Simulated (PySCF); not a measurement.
FH₃PbSi, SMILES [F][Pb][SiH3] (connectivity only; charge and spin as stated), neutral, multiplicity 1.

Coordinates come from a PBE-D3(BJ)/def2-SVP optimisation. The def2 effective core potentials stand for the cores of Pb; spin–orbit coupling is left out.

Level of theory: PBE-D3(BJ)/def2-SVP in PySCF.

Frequencies are harmonic and unscaled.

Computed vibrational spectrum:
| mode | ν (cm⁻¹) | IR (km/mol) | moving atoms (share of kinetic energy) |
|---|---|---|---|
| 1 | 60 | 0.1 | H 93 % |
| 2 | 73 | 3.4 | F 67 %, Si 17 %, H 10 % |
| 3 | 234 | 20.6 | Si 76 %, Pb 14 %, H 9 % |
| 4 | 295 | 8.4 | H 92 % |
| 5 | 371 | 6.2 | H 85 %, Si 12 % |
| 6 | 523 | 52.0 | F 92 %, Pb 8 % |
| 7 | 793 | 285.4 | H 91 %, Si 9 % |
| 8 | 893 | 29.3 | H 97 % |
| 9 | 901 | 29.9 | H 97 % |
| 10 | 2106 | 87.5 | H 99 % |
| 11 | 2127 | 101.1 | H 96 % |
| 12 | 2131 | 96.1 | H 96 % |
